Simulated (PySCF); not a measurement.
**Trend along group 14: MF molecules**

PBE with triple-zeta basis sets in PySCF, for the lowest determinant that a PBE0 search found; no spin–orbit coupling. De refers to high-spin ground-configuration atoms. A positive dipole means M(−)F(+).

```csv
M,basis,state (unpaired electrons),Re (Å),ωe (cm⁻¹),De (eV),μ (D)
C,def2-TZVPP,doublet (π ↑),1.287,1258,6.30,0.86
Ge,def2-TZVPP,doublet (π ↑),1.781,632,5.61,-1.78
Sn,def2-TZVPP,doublet (π ↑),1.974,550,5.26,-2.63
Pb,x2c-TZVPPall,doublet (π ↑),2.072,503,4.99,-3.35
```

**Question.** By what factor does the well depth vary along the series?

**Answer.** At PBE it runs from 4.99 eV (PbF) to 6.30 eV (CF), a factor of 1.26.

The rows differ in basis set, which adds steps of its own.

Relativity is treated differently too: C no relativity; Ge no relativity; Sn scalar-relativistic core potentials; Pb spin-free X2C.

Down a group bonds as a rule get longer and wavenumbers fall, partly through the reduced mass; this series shows no clear exception.

Spin–orbit coupling is left out, which matters for elements this heavy, above all for dissociation energies. States were picked by a PBE0 search and need not be the measured ground states.
